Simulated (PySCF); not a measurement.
Molecule: `N#C[Si@H](F)[SiH2]N`, CH5FN2Si2.

Bonds (- single, = double, # triple, : aromatic): N1#C2, C2-Si3, Si3-F4, Si3-Si5, Si5-N6. Si3 carries H7; Si5 carries H8, H9; N6 carries H10, H11. Stereochemistry as in N#C[Si@H](F)[SiH2]N. H9 is pro-R; H8 is pro-S.

Frames of a GFN2-xTB Langevin trajectory at 400 K; GIAO PBE0/pcSseg-1 shieldings in PySCF 2.14, gas phase, non-relativistic; equivalent atoms averaged within each frame.

Referencing at the same level of theory: 15N (267.73 ppm) against NH3; 13C (186.93 ppm), 29Si (349.16 ppm), 1H (31.72 ppm) vs TMS; 19F (170.95 ppm) against CFCl3. The references are static minima.

**Question.** How do the shifts (ppm) fluctuate along the trajectory?

**Answer.** 
```tsv
time (fs)	N1	N6	C2	Si3	Si5	F4	H8	H9	H7	H10/H11
optimised geometry	367.4	-6.3	125.2	-17.8	-57.3	-227.9	5.03	5.28	5.56	-0.01
250	370.4	3.1	127.9	-0.7	-50.7	-213.2	6.49	6.47	6.05	0.72
425	395.3	4.8	128.5	-12.1	-48.4	-209.8	6.39	5.52	6.04	0.56
625	380.3	-13.6	134.0	-19.6	-36.1	-214.9	5.67	6.52	6.35	-0.71
800	385.1	-16.7	135.5	-10.9	-50.5	-230.5	5.23	4.78	5.42	-0.16
1000	413.9	-2.8	135.0	-8.4	-59.8	-225.8	6.10	6.09	6.58	-0.22
mean of frames	389.0	-5.0	132.1	-10.4	-49.1	-218.9	5.98	5.88	6.09	0.04
standard deviation	16.5	9.7	3.7	6.8	8.5	8.8	0.52	0.73	0.44	0.59
```

5 frames give an uncertainty of the mean of about the standard deviation over 2.2 at best, since frames this close in time may not be independent; classical motion lacks zero-point vibration, and the reference would need the same averaging.
